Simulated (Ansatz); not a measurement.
SiPt2: single points at one geometry.

```yaml
crystal:
  periodic: [false, false, false]
  atoms:
    - {symbol: Pt, position_ang: [-0.437522, -1.450003, 0.076764]}
    - {symbol: Pt, position_ang: [-0.436718, 1.352609, 0.528709]}
    - {symbol: Si, position_ang: [0.874240, 0.097383, -0.605472]}
basis:
  gaussian: {orbitals: def2-TZVP, initial_orbitals: start.molden}
magnetization: {spin_polarized: true, initial_magnetization: 2}
hamiltonian: {xc: {text: "exchange = 0.95*pbe_x + 0.05*exact_x\ncorrelation = pbe_c"}}
scf: {omitted_lower_state_checks: [starts]}
output: {orbitals: {seedname: orbitals}}
```

The file start.molden holds the orbitals of an earlier run on this structure, at another level or in another basis.

```sh
$ ansatz run in.yaml --threads 4 --pin off --events-out ev --progress --plain --max-ram 3916MiB
```

Shortened log:

```
Functional definition: unnamed
1044 factors; their error is unknown
mean field evaluation 1: about -14371.2241 eV, gradient 5.0e0 eV
mean field evaluation 2: about -14371.3167 eV, gradient 1.5e-1 eV
mean field evaluation 4: about -14371.3162 eV, gradient 9.4e-3 eV
mean field evaluation 8: about -14371.3162 eV, gradient 1.9e-5 eV
mean field -14371.31616147 eV, -528.1361277062 hartree, gradient 2.3e-6 eV, S^2 2.007641; 0 other end points of the search recorded, 0 dependent functions left out
reference -14371.31619655 eV, -528.1361289952 hartree; 26, 24 occupied and 91, 93 virtual orbitals, 1044 factors
Total energy: -14371.31619655 eV, -528.1361289952 hartree
Checks for a lower state left out: starts
```

Run time 2.8 s (4 threads of Arm Neoverse V1 on a shared host).

First input, but with `hamiltonian: {xc: {name: wB97M-V}}` (abridged; 32 s):

```
Functional definition: wB97M-V
mean field -14366.80316138 eV, -527.9702780119 hartree, gradient 1.4e-5 eV, S^2 2.030754
Total energy: -14366.80319993 eV, -527.9702794286 hartree
Checks for a lower state left out: starts
```

As the first input, with `hamiltonian: {xc: {text: "exchange = 0.50*pbe_x + 0.50*exact_x\ncorrelation = pbe_c"}}` (abridged; 3.5 s):

```
Functional definition: unnamed
mean field -14366.42424065 eV, -527.9563529318 hartree, gradient 2.3e-5 eV, S^2 2.039035
Total energy: -14366.42425971 eV, -527.9563536321 hartree
Checks for a lower state left out: starts
```

As the first input, with `hamiltonian: {xc: pbe0, dispersion: d4}` and without the key `scf` (abridged; 4.9 s):

```
Functional definition: PBE0
mean field evaluation 16: about -14369.0274 eV, gradient 5.5e-2 eV
mean field evaluation 32: about -14368.4837 eV, gradient 6.3e0 eV
mean field -14369.02746040 eV, -528.0520194932 hartree, gradient 1.4e-5 eV, S^2 2.019444; 6 other end points of the search recorded, 0 dependent functions left out
Total energy: -14369.14798585 eV, -528.0564487217 hartree
```

The first input with `hamiltonian: {xc: hf}` (abridged; 1.7 s):

```
Functional definition: HF
mean field evaluation 16: about -14306.3042 eV, gradient 1.4e-5 eV
mean field -14306.30422819 eV, -525.7469832246 hartree, gradient 1.4e-5 eV, S^2 2.163351
Total energy: -14306.30422819 eV, -525.7469832246 hartree
Checks for a lower state left out: starts
```

As the first input, with `hamiltonian: {xc: pbe}`, `correlation: {method: rpa}` and without the key `output` (abridged; 3.7 s):

```
Functional definition: PBE
mean field -14371.91878509 eV, -528.1582737157 hartree, gradient 4.5e-6 eV, S^2 2.005578
5 core orbitals not correlated, not the lowest: weight in the atoms' cores, before any rotation towards them, 1.000 or more for the frozen orbitals, at most 0.000 for the correlated occupied ones
Total energy: -14340.63404825 eV, -527.0085808423 hartree
Checks for a lower state left out: starts
```

As the first input, with `hamiltonian: {xc: {text: "exchange = 0.90*pbe_x + 0.10*exact_x\ncorrelation = pbe_c"}}` (abridged; 2.7 s):

```
Functional definition: unnamed
mean field -14370.72599586 eV, -528.1144395200 hartree, gradient 5.7e-6 eV, S^2 2.010105
Total energy: -14370.72602926 eV, -528.1144407473 hartree
Checks for a lower state left out: starts
```

Geometry: PBE0-D4/def2-TZVP.

In the def2 sets Pt takes a core potential; there is no spin–orbit coupling. Correlated methods freeze 5 core orbitals; core or outer-core shells of Pt are correlated, in sets that lack core-valence functions. At HF/def2-TZVP the charge 0 triplet is spin-contaminated (final ⟨S²⟩ up to 2.16, 2.00 for a pure state). At PBE0-D4/def2-TZVP a singlet of charge 0 lies 1.12 eV below the triplet, each at its own geometry. The structure comes from a short search, and lower isomers may exist.
